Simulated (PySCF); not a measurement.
Compound: C₇H₁₂Ge.
SMILES: `C1C[CH2][GeH2][C@@H]1C#CC`

Method used: TDDFT CAM-B3LYP/def2-SVPD, vertical, gas phase, core orbitals frozen in the response in PySCF 2.14.0, density-fitted response routines. Isolated species at its PBE0-D3(BJ)/def2-SVP geometry (one conformer only). Relativistic effects, spin–orbit coupling among them, are left out although an element past zinc is present.

Each state is given a Gaussian of 0.25 eV full width at half maximum, with ε(max) = 2.175×10⁸ f / Δν̃ (Δν̃ the width in cm⁻¹). The width is an assumption, not a result. The curve ends short of the highest state used, and states not computed would add to its high-energy end.

```csv
λ (nm),ε (L mol⁻¹ cm⁻¹)
176.9,2317
178.7,4047
180.5,4902
182.3,4194
184.1,2822
185.9,2159
187.7,2813
189.4,4268
191.2,5589
193.0,5660
194.8,4497
196.6,2960
198.4,1744
200.2,1000
202.0,611
203.8,423
205.6,312
207.4,215
209.2,126
210.9,64
212.7,26
214.5,8
216.3,2
218.1,1
```

Q: Locate the maxima and give the states behind the curve.

A: 192 nm (6.45 eV), ε about 5800, made up of S3 (91%); 181 nm (6.87 eV), ε about 4900, made up of S5 (27%) and S6 (72%) (ε in L mol⁻¹ cm⁻¹; maxima over ε = 5, shares over 10%). The states used: S1 6.06 eV (f 0.0025); S2 6.28 eV (f 0.0082); S3 6.45 eV (f 0.049); S4 6.58 eV (f 0.0058); S5 6.81 eV (f 0.014); S6 6.89 eV (f 0.033); S7 7.11 eV (f 0.0018); S8 7.40 eV (f 0.113); S9 7.57 eV (f 0.109); S10 7.61 eV (f 0.0046).

Q: On this curve, what absorbance would a 10⁻³ mol/L sample give at 193 nm over a 1 cm path?

A: 193 nm is 6.424 eV, where ε is about 5700 L mol⁻¹ cm⁻¹, so A = ε c l ≈ 5.7 (Beer–Lambert, with the gas-phase spectrum and the assumed width).

Q: What would ε be at 6.45 eV, the highest of these maxima, with half the width (0.125 eV)?

A: About 10600 L mol⁻¹ cm⁻¹ against 5810, a factor of about 1.8; a lone state at its own centre would give exactly 2.

Q: Coming from long wavelengths, where does ε first pass 100 L mol⁻¹ cm⁻¹?

A: At about 210 nm (5.91 eV), 0.15 eV below S1.

The vertical ionisation energy (ΔSCF) is 8.53 eV, 0.92 eV above S10.
